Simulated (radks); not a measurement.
Ar+, 17 electrons, occupied as [Ne] 3s2 3p5. Calculated with a radial shooting solver on a logarithmic mesh with Libxc functionals: Dirac Kohn-Sham, Slater X-alpha with alpha = 0.744, spin-unpolarised, spherical densities, point nucleus; open shells fill j = l - 1/2 first. Some entries of the table are withheld. Estimate them.

orbital  occ.  eigenvalue (eV)  <r^2> (bohr^2)
1s1/2       2        -3137.813        0.009903
2s1/2       2        -312.3092          0.2033
2p1/2       2              (1)          0.1737
2p3/2       4              (2)          0.1758
3s1/2       2         -36.5103           2.149
3p1/2       2         -22.1238             (3)
3p3/2       3         -21.9177             (4)

Answer. 
(1) 2p1/2 eigenvalue (eV): -247.8426
(2) 2p3/2 eigenvalue (eV): -245.5822
(3) 3p1/2 <r^2> (bohr^2): 2.795
(4) 3p3/2 <r^2> (bohr^2): 2.825
